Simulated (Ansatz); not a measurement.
CH5AlGaNO from Hartree–Fock to CCSD(T)

Cartesian coordinates in Å:
```
N -0.2817 1.4879 1.9566
Ga -0.4439 1.4139 0.1572
C 0.1560 -0.3023 -0.6840
O 1.3084 -0.5009 -1.1591
Al 0.2878 -2.1183 -1.3995
H -0.5998 2.2640 2.5115
H 0.1835 0.7921 2.5139
H -1.1850 2.5510 -0.6063
H 0.7230 -3.2521 -0.3872
H -0.1484 -2.3353 -2.9031
```

Total charge 0; spin multiplicity 1. Correlated methods include outer-core shells of Ga, which these sets cover unevenly. Scalar relativity is left out up to krypton. The bonds changed during the relaxation, so this is another structure than the one it started from. Geometry: relaxed with PBE0-D4/def2-TZVP. It is one conformer, not always the lowest. Frozen core, restricted reference, Ansatz 0.2.0.

```json
{"basis": "def2-SVP", "HF (Eh)": "-2334.77632", "MP2 corr.": "-0.75569", "CCSD corr.": "-0.78464", "(T)": "-0.02617", "CCSD(T) total": "-2335.58713"}
{"basis": "def2-TZVPP", "HF (Eh)": "-2335.31685", "MP2 corr.": "-0.90388", "CCSD corr.": "-0.92938", "(T)": "-0.03973", "CCSD(T) total": "-2336.28596"}
{"basis": "def2-QZVPP", "HF (Eh)": "-2335.37280", "MP2 corr.": "-1.20121", "CCSD corr.": "–", "(T)": "–", "CCSD(T) total": "–"}
```
